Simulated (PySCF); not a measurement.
Simulation results for BH4NOSi, B2H3O2, BH5OSi2, CH6BOSi

All values are calculated (PySCF 2.14.0). Calculation on a computer-drawn molecule: the log of a Hartree-Fock and frozen-core CCSD(T) single point meant for a local Hartree-Fock minimum, with one planted fault or none, to be diagnosed. Offsets are logged minus clean, where the clean run is the same molecule without the fault. The reference is restricted for singlets and unrestricted otherwise, and also for a bond in bohr or an excited solution. Adding or removing an electron swaps singlet and doublet. The excited solution moves the top pair (singlet) or top alpha electron (doublet) to the lowest empty orbital. Highest occupied and lowest empty are orbital energies over both spins, largest force is the largest gradient component, triples share is (T) over the correlation energy, the T1 limit is 0.02 restricted and 0.045 unrestricted, electrons count all cores, a negative frequency is imaginary (commonest isotopes), and the dipole is about the centre of nuclear charge.

Common to all runs: logged SCF converged yes; logged CC converged yes; logged SCF stable within its kind yes; possible faults no fault, one electron removed, one electron added, multiplicity raised by two, geometry at a saddle point, SCF held on an excited solution, minimal basis STO-3G, one bond length entered in bohr, all coordinates scaled.

```yaml
- entry: 1
  formula: BH4NOSi
  logged_structure:
    atoms_angstrom:
      - [B, 0.426, -1.4268, 1.3797]
      - ["N", 0.0798, -0.7894, 0.1613]
      - [Si, -1.1906, 0.3133, -0.082]
      - [O, -1.519, 0.9612, -1.388]
      - [H, 1.3504, -2.1871, 1.4096]
      - [H, -0.2164, -1.1919, 2.3641]
      - [H, 1.1297, -1.1966, -1.3684]
      - [H, -1.8885, 0.5085, 1.1895]
  given:
    meant_charge: 0
    meant_multiplicity: 1
    meant_basis: "cc-pV(D+d)Z"
    logged_electrons: 38
    logged_basis_functions: 85
    logged_spin_squared: 0.744
    "logged_highest_occupied [eV]": -11.852
    "logged_lowest_empty [eV]": 0.92006
    "logged_largest_force [hartree/bohr]": 0.021947
    logged_T1_diagnostic: 0.058186
    logged_D1_diagnostic: 0.27668
    logged_triples_share: 0.038465
    "logged_dipole_magnitude [debye]": 4.0321
    "logged_energy_HF [hartree]": -445.18587
    "logged_energy_CCSD(T) [hartree]": -445.76377
    drawn_bonds_atom: [1, 2, 3, 1, 1, 2, 3]
    drawn_bonds_other_atom: [2, 3, 4, 5, 6, 7, 8]
    drawn_bonds_order: [1, 1, 2, 1, 1, 1, 1]
  results:
    planted_fault: "one bond length entered in bohr, row 6 of the drawn bonds"
    "HF_energy_offset_from_clean_run [kcal/mol]": 90.08
    "CCSD(T)_energy_offset_from_clean_run [kcal/mol]": 89.9
  notes: ["T1 above single-reference limit"]
- entry: 2
  formula: B2H3O2
  logged_structure:
    atoms_angstrom:
      - [B, -0.3055, -0.8518, -1.9375]
      - [B, 0.912, -1.7176, -1.1515]
      - [O, 1.5914, -2.6697, -1.857]
      - [O, 1.1392, -1.4646, 0.1713]
      - [H, -0.4801, 0.1441, -2.5682]
      - [H, 2.2377, -3.1603, -1.3715]
      - [H, 1.8012, -1.9976, 0.5857]
  given:
    meant_charge: 0
    meant_multiplicity: 2
    meant_basis: cc-pVDZ
    logged_electrons: 30
    logged_basis_functions: 71
    logged_spin_squared: 0.0
    "logged_highest_occupied [eV]": 0.79379
    "logged_lowest_empty [eV]": 8.6603
    "logged_largest_force [hartree/bohr]": 0.05279
    logged_T1_diagnostic: 0.014217
    logged_D1_diagnostic: 0.04887
    logged_triples_share: 0.025416
    "logged_dipole_magnitude [debye]": 9.4117
    "logged_energy_HF [hartree]": -200.80896
    "logged_energy_CCSD(T) [hartree]": -201.39411
    drawn_bonds_atom: [1, 2, 2, 1, 3, 4]
    drawn_bonds_other_atom: [2, 3, 4, 5, 6, 7]
    drawn_bonds_order: [1, 1, 1, 1, 1, 1]
  results:
    planted_fault: "one electron added"
    "HF_energy_offset_from_clean_run [kcal/mol]": 43.15
    "CCSD(T)_energy_offset_from_clean_run [kcal/mol]": 20.68
  notes: ["highest electron not bound in this basis"]
- entry: 3
  formula: BH5OSi2
  logged_structure:
    atoms_angstrom:
      - [O, 1.2936, -0.8712, 1.2115]
      - [Si, -0.4118, -0.8275, 1.3765]
      - [B, -0.3907, 1.149, 0.9627]
      - [Si, 1.6275, 1.2851, 0.7924]
      - [H, 1.8756, -1.5956, 1.3893]
      - [H, -1.009, -1.7579, 0.3913]
      - [H, -0.7687, -1.3063, 2.733]
      - [H, -1.2755, 1.9442, 0.8561]
      - [H, 1.4577, 0.7455, -2.0212]
  given:
    meant_charge: 0
    meant_multiplicity: 1
    meant_basis: "cc-pV(D+d)Z"
    logged_electrons: 46
    logged_basis_functions: 99
    logged_spin_squared: 0.8958
    "logged_highest_occupied [eV]": -7.6719
    "logged_lowest_empty [eV]": 0.97058
    "logged_largest_force [hartree/bohr]": 0.011368
    logged_T1_diagnostic: 0.028373
    logged_D1_diagnostic: 0.12974
    logged_triples_share: 0.03213
    "logged_dipole_magnitude [debye]": 2.5947
    "logged_energy_HF [hartree]": -680.20934
    "logged_energy_CCSD(T) [hartree]": -680.71795
    drawn_bonds_atom: [1, 2, 3, 1, 2, 2, 3, 4]
    drawn_bonds_other_atom: [2, 3, 4, 5, 6, 7, 8, 9]
    drawn_bonds_order: [1, 1, 1, 1, 1, 1, 1, 1]
  results:
    planted_fault: "one bond length entered in bohr, row 8 of the drawn bonds"
    "HF_energy_offset_from_clean_run [kcal/mol]": 48.71
    "CCSD(T)_energy_offset_from_clean_run [kcal/mol]": 58.73
- entry: 4
  formula: CH6BOSi
  logged_structure:
    atoms_angstrom:
      - [B, -1.5313, -2.1596, 0.7302]
      - [C, -1.3913, -0.6478, 0.3024]
      - [O, -0.0205, -0.1185, 0.3716]
      - [Si, 1.2422, 0.1061, 1.2273]
      - [H, -0.5915, -2.7705, 1.1505]
      - [H, -2.6097, -2.6545, 0.6314]
      - [H, -2.0134, 0.001, 0.9208]
      - [H, -1.6911, -0.4951, -0.7329]
      - [H, 2.3975, 0.6734, 0.55]
      - [H, 1.2635, -0.2224, 2.6483]
  given:
    meant_charge: 1
    meant_multiplicity: 1
    meant_basis: "cc-pV(D+d)Z"
    logged_electrons: 39
    logged_basis_functions: 95
    logged_spin_squared: 0.7688
    "logged_highest_occupied [eV]": -6.0985
    "logged_lowest_empty [eV]": 1.9361
    "logged_largest_force [hartree/bohr]": 0.083721
    logged_T1_diagnostic: 0.013609
    logged_D1_diagnostic: 0.052083
    logged_triples_share: 0.025058
    "logged_dipole_magnitude [debye]": 2.2159
    "logged_energy_HF [hartree]": -429.76856
    "logged_energy_CCSD(T) [hartree]": -430.32324
    drawn_bonds_atom: [1, 2, 3, 1, 1, 2, 2, 4, 4]
    drawn_bonds_other_atom: [2, 3, 4, 5, 6, 7, 8, 9, 10]
    drawn_bonds_order: [1, 1, 1, 1, 1, 1, 1, 1, 1]
  results:
    planted_fault: "one electron added"
    "HF_energy_offset_from_clean_run [kcal/mol]": -122.9
    "CCSD(T)_energy_offset_from_clean_run [kcal/mol]": -129.6
```
